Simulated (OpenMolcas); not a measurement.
Br II: input and output

Input:

```
&GATEWAY
Coord
1

Br 0.0 0.0 0.0
Basis=ANO-R3
Group=XYZ
NoMove
AngMom=0.0 0.0 0.0
AMFI
&SEWARD
&RASSCF
FileOrb=start.orb
Symmetry=1
Spin=3
nActEl=4 0 1
Inactive=9 6
Ras2=0 3
Ras3=6 0
CIRoot=3 3 1
SDav=3
CIMx=300
Iter=120 100
PrWF=0.3
OrbListing=Nothing
MaxOrb=0
Thrs=2.0e-7 1.0e-1 5.0e-4
Atom
>>> COPY $Project.JobIph JOB001
&RASSCF
FileOrb=start.orb
Symmetry=1
Spin=1
nActEl=4 0 1
Inactive=9 6
Ras2=0 3
Ras3=6 0
CIRoot=6 6 1
SDav=6
CIMx=300
Iter=120 100
PrWF=0.3
OrbListing=Nothing
MaxOrb=0
Thrs=2.0e-7 1.0e-1 5.0e-4
Atom
>>> COPY $Project.JobIph JOB002
&RASSCF
FileOrb=start.orb
Symmetry=2
Spin=5
nActEl=4 0 1
Inactive=9 6
Ras2=0 3
Ras3=6 0
CIRoot=6 6 1
SDav=6
CIMx=300
Iter=120 100
PrWF=0.3
OrbListing=Nothing
MaxOrb=0
Thrs=2.0e-7 1.0e-1 5.0e-4
Atom
>>> COPY $Project.JobIph JOB003
&RASSCF
FileOrb=start.orb
Symmetry=2
Spin=3
nActEl=4 0 1
Inactive=9 6
Ras2=0 3
Ras3=6 0
CIRoot=48 48 1
SDav=54
CIMx=300
Iter=120 100
PrWF=0.3
OrbListing=Nothing
MaxOrb=0
Thrs=2.0e-7 1.0e-1 5.0e-4
Atom
>>> COPY $Project.JobIph JOB004
&RASSCF
FileOrb=start.orb
Symmetry=2
Spin=1
nActEl=4 0 1
Inactive=9 6
Ras2=0 3
Ras3=6 0
CIRoot=33 33 1
SDav=48
CIMx=300
Iter=120 100
PrWF=0.3
OrbListing=Nothing
MaxOrb=0
Thrs=2.0e-7 1.0e-1 5.0e-4
Atom
>>> COPY $Project.JobIph JOB005
&RASSI
NrOfJobIphs=5 3 6 6 48 33
1 2 3
1 2 3 4 5 6
1 2 3 4 5 6
1 2 3 4 5 6 7 8 9 10 11 12 13 14 15 16 17 18 19 20 21 22 23 24 25 26 27
28 29 30 31 32 33 34 35 36 37 38 39 40 41 42 43 44 45 46 47 48
1 2 3 4 5 6 7 8 9 10 11 12 13 14 15 16 17 18 19 20 21 22 23 24 25 26 27
28 29 30 31 32 33
IphNames
JOB001
JOB002
JOB003
JOB004
JOB005
EJob
SpinOrbit
DIPRint=1.0
SOCoupling=1000.0
Subsets=2
MEES
Property=10
'ANGMOM' 1 'ANGMOM' 2 'ANGMOM' 3 'MLTPL  1' 1 'MLTPL  1' 2 'MLTPL  1' 3
'AMFI' 1 'AMFI' 2 'AMFI' 3 'MLTPL  2' 6
SOProperty=3
'ANGMOM' 1 'ANGMOM' 2 'ANGMOM' 3
```

A driver script runs the steps one by one and writes start.orb anew before each from the orbitals found so far.

Output, cut to the results:

```
--- SEWARD ---
Basis set label: BR.ANO-R...7S6P5D4F2G.

      Electronic valence basis set:
      ------------------
      Associated Effective Charge  35.000000 au
      Associated Actual Charge     35.000000 au
      Nuclear Model: Finite nucleus - Gaussian distribution
        Gaussian exponent, Xi/bohr**(-2):  2.43055E+08

      Shell  nPrim  nBasis  Cartesian Spherical Contaminant
         s      21       7        X
         p      15       6        X
         d       9       5                 X
         f       7       4                 X
         g       5       2                 X
                  Relativistic X2C integrals
                  Atomic mean-field integrals
--- RASSCF ---
Wave function specifications:
      -----------------------------

      Number of closed shell electrons          30
      Number of electrons in active shells       4
      Max number of holes in RAS1 space          0
      Max nr of electrons in RAS3 space          1
      Number of inactive orbitals               15
      Number of active orbitals                  9
      Number of secondary orbitals              72
      Spin quantum number                      1.0
      State symmetry                             1
Orbital specifications:
      -----------------------

      Symmetry species                           1   2
                                                ag  au
      Frozen orbitals                            0   0
      Inactive orbitals                          9   6
      Active orbitals                            6   3
      RAS1 orbitals                              0   0
      RAS2 orbitals                              0   3
      RAS3 orbitals                              6   0
      Secondary orbitals                        35  37
      Deleted orbitals                           0   0
      Number of basis functions                 50  46
      Number of CSFs                             3
      Number of root(s) required                 3
      Iter CI   SX   CI       RASSCF       Energy    max ROT     max BLB   max BLB  Level Ln srch  Step   QN
          iter iter root      energy       change     param      element    value   shift minimum  type update
 Nr of preliminary CI iterations:   1
 ###############################################################################
 ###############################################################################
 ###                                                                         ###
 ###                                                                         ###
 ###    WARNING: Problems in orbital optimization.                           ###
 ###                                                                         ###
 ###                                                                         ###
 ###############################################################################
 ###############################################################################
  Warning: In symmetry  1, orbital p=  10 has diagonal density matrix element D(p,p) close to zero. D(p,p)=  0.000000E+00
  Warning: In symmetry  1, orbital p=  11 has diagonal density matrix element D(p,p) close to zero. D(p,p)=  0.000000E+00
        ...
  Warning: In symmetry  1, orbital p=  13 has diagonal density matrix element D(p,p) close to zero. D(p,p)=  0.000000E+00
  Warning: In symmetry  1, orbital p=  14 has diagonal density matrix element D(p,p) close to zero. D(p,p)=  0.000000E+00
  Warning: In symmetry  1, orbital p=  15 has diagonal density matrix element D(p,p) close to zero. D(p,p)=  0.000000E+00
        4   1    3    0  -604.09845326   -4.09E-12  -2.79E-07    9  15 1 -9.48E-07   0.50   0.00    SX    NO
      Convergence after  4 iterations
        5   1    3    0  -604.09845326   -2.73E-12  -2.79E-07    9  15 1 -3.91E-07   0.50   0.00    SX    NO
      Natural orbitals and occupation numbers for root  1
      sym 1:   0.000000   0.000000   0.000000   0.000000   0.000000   0.000000
      sym 2:   2.000000   1.000000   1.000000
      Natural orbitals and occupation numbers for root  2
      sym 1:   0.000000   0.000000   0.000000   0.000000   0.000000   0.000000
      sym 2:   1.000000   2.000000   1.000000
      Natural orbitals and occupation numbers for root  3
      sym 1:   0.000000   0.000000   0.000000   0.000000   0.000000   0.000000
      sym 2:   1.000000   1.000000   2.000000
::    RASSCF root number  1 Total energy:  -2604.09845326
...
--- RASSI ---
SPIN-FREE ENERGIES:
  (Shifted by EMIN (a.u.) =      -2604.0984532616)

 SF State       Relative EMIN(au)   Rel lowest level(eV)    D:o, cm**(-1)      L_eff

     1             0.0000000000        0.0000000000              0.0000         1.0
     2             0.0000000000        0.0000000000              0.0000         1.0
     3             0.0000000000        0.0000000000              0.0000         1.0
     4             0.0578355696        1.5737860238          12693.4403         2.0
     5             0.0578355696        1.5737860238          12693.4403         2.0
     6             0.0578355696        1.5737860238          12693.4403         2.0
     7             0.0578355696        1.5737860238          12693.4403         2.0
     8             0.0578355696        1.5737860238          12693.4403         2.0
     9             0.1440505872        3.9198161686          31615.4495         0.0
    10             0.3969772322       10.8023007964          87126.4317         0.0
    16             0.4297897447       11.6951747486          94327.9458         0.0
    17             0.4954063902       13.4806946334         108729.1349         2.0
    18             0.4954063902       13.4806946334         108729.1349         2.0
    19             0.4954063902       13.4806946334         108729.1349         2.0
    20             0.4954063902       13.4806946334         108729.1349         2.0
    21             0.4954063902       13.4806946334         108729.1349         2.0
    64             0.5090281145       13.8513606331         111718.7578         2.0
    65             0.5090281145       13.8513606331         111718.7578         2.0
    66             0.5090281145       13.8513606331         111718.7578         2.0
    67             0.5090281145       13.8513606331         111718.7578         2.0
    68             0.5090281145       13.8513606331         111718.7578         2.0
...
```

Levels above the lowest, from the spin-orbit matrix, grouped by J:

```tsv
Configuration	Term	J	E (cm⁻¹)	Measured (cm⁻¹)	g	Term weight %	Second
4s² 4p⁴	³P	2	0.0	0.0	1.493	98	
4s² 4p⁴	³P	1	2847	3136	1.501	100	
4s² 4p⁴	³P	0	3689	3837		98	
4s² 4p⁴	¹D	2	14475	12089	1.008	98	
4s² 4p⁴	¹S	0	33620	27867		98	
4s² 4p³ 5s	⁵S°	2	88453	93921	1.999	99	
4s² 4p³ 5s	³S°	1	95612	98470	1.995	99	
4s² 4p³ 5s	³D°	1	109682	109422	0.526	96	2 ¹P°
4s² 4p³ 5s	³D°	2	109830	109677	1.177	96	3 ³P°
4s² 4p³ 5s	³D°	3	110273	110372	1.334	100	
4s² 4p³ 5s	¹D°	2	112962	112933	1.014	96	2 ³P°
4s² 4p³ 4d	⁵D°	0	117493	104200		100	
4s² 4p³ 4d	⁵D°	1	117541	104146	1.500	100	
4s² 4p³ 4d	⁵D°	2	117622	104080	1.499	99	
4s² 4p³ 4d	⁵D°	3	117722	104039	1.499	99	
4s² 4p³ 4d	⁵D°	4	117840	104091	1.499	99	
4s² 4p³ 5s	³P°	0	123240			100	
4s² 4p³ 5s	³P°	1	123504		1.482	97	
4s² 4p³ 5s	³P°	2	124199		1.480	94	3 ¹D°
4s² 4p³ 5s	¹P°	1	126820		0.999	96	3 ³D°
4s² 4p³ 4d	³D°(1)	2	130703		1.144	93	4 ³F°(1)
4s² 4p³ 4d	³D°(1)	3	130944		1.328	97	3 ³F°(1)
4s² 4p³ 4d	³D°(1)	1	131306		0.501	100	
4s² 4p³ 4d	³F°(1)	2	134815		0.693	94	5 ³D°(1)
```

Against the 15 measured excited levels shown (NIST Handbook of Basic Atomic Spectroscopic Data) the mean absolute deviation is 5700 cm-1; the largest miss in energy is 4s² 4p³ 4d ⁵D°₄: computed 117840, measured 104091 cm⁻¹ (+13.2 %), and the largest in proportion 4s² 4p⁴ ¹S₀ (+20.6 %). Levels of one J stand in another order than measured, so their pairing by name is doubtful.

Without dynamic correlation excited terms often stand tens of per cent too high (terms of higher spin than the ground term too low), and those without a measured partner can miss by more than the paired ones. ANO sets are built for valence states and can reach diffuse excited orbitals poorly, and with the s shell closed the s pⁿ⁺¹ terms that mix with these levels are absent. With the s shell closed, the reference lacks s² → p² mixing. Measured partners are found by configuration, term and J. A level has none where our copy of the source lacks it or the pairing is in doubt (some pairs that miss far off the trend of their configuration count as doubtful), and it then counts in no deviation. Only configurations of the active space appear. The first state left out of the spin-orbit step lies near 180000 cm-1 above the lowest spin-free state of the reference (among the parities and spins computed), and the list stops at four fifths of that energy or lower. The table shows the lowest 24 of 27 levels.

The term weight is that of the spin-free term in the level, not the purity of its configuration. A number in round brackets counts repeated terms of one configuration in the order of the reference energies. ° marks odd parity.
